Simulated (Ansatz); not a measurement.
Geometry optimisation, RKS BHLYP/6-31G* in Ansatz 0.2.0.

Input:

```yaml
crystal:
  periodic: [false, false, false]
  atoms:
    - { symbol: Al, position_ang: [-0.013056, -0.104334, -0.118331] }
    - { symbol: H, position_ang: [-0.044579, -0.164637, 1.449805] }
    - { symbol: "N", position_ang: [1.545991, -0.080929, -0.951474] }
    - { symbol: H, position_ang: [1.670555, -0.099853, -1.945396] }
    - { symbol: H, position_ang: [2.423938, 0.085527, -0.494926] }
    - { symbol: "N", position_ang: [-1.543524, -0.2575, -0.993282] }
    - { symbol: H, position_ang: [-2.433135, -0.36986, -0.542692] }
    - { symbol: H, position_ang: [-1.665272, -0.196012, -1.986693] }
    - { symbol: F, position_ang: [0.135604, 2.422521, 1.26895] }
    - { symbol: H, position_ang: [0.060477, 1.663278, 1.79604] }
basis:
  gaussian: { orbitals: "6-31G*" }
hamiltonian:
  xc: { name: BHLYP }
relax:
  f_tol: 0.03
  max_steps: 50
output:
  orbitals: {}
```

Command:

```bash
$ ansatz run input.yaml --threads 1 --pin off --max-ram 2048MiB --backend cpu --events-out ev --progress --plain --runs-dir out
```

Question: Where does it end, and by what steps?

Answer: The forces met the threshold. After 12 steps the energy has fallen by 0.161 eV; F9 moved furthest, 0.67 Å. Joined: Al1–F9 (2.89 → 2.13 Å).

| step | energy less start (eV) | largest force component (eV/Å) | accepted |
| --- | --- | --- | --- |
| 0 | 0.0000 | 0.261 | yes |
| 1 | 0.0088 | 1.549 | no |
| 2 | -0.0198 | 0.379 | yes |
| 3 | -0.0403 | 0.597 | yes |
| 4 | -0.0803 | 0.465 | yes |
| 5 | -0.1332 | 0.496 | yes |
| 6 | -0.1250 | 0.412 | no |
| 7 | -0.1532 | 0.140 | yes |
| 8 | -0.1583 | 0.073 | yes |
| 9 | -0.1603 | 0.141 | yes |
| 10 | -0.1606 | 0.063 | yes |
| 11 | -0.1606 | 0.038 | yes |
| 12 | -0.1610 | 0.010 | yes |

```xyz
10
Properties=species:S:1:pos:R:3
Al 0.028 0.027 -0.009
H 0.031 -0.348 1.548
N 1.566 0.008 -0.903
H 1.657 0.020 -1.901
H 2.471 -0.052 -0.477
N -1.512 -0.111 -0.890
H -2.385 -0.357 -0.461
H -1.632 -0.017 -1.881
F -0.031 2.001 0.781
H -0.055 1.728 1.675
```

Run time: 44 s on 1 thread of Arm Neoverse V2, with other jobs on the host, peak memory 0.15 GiB.
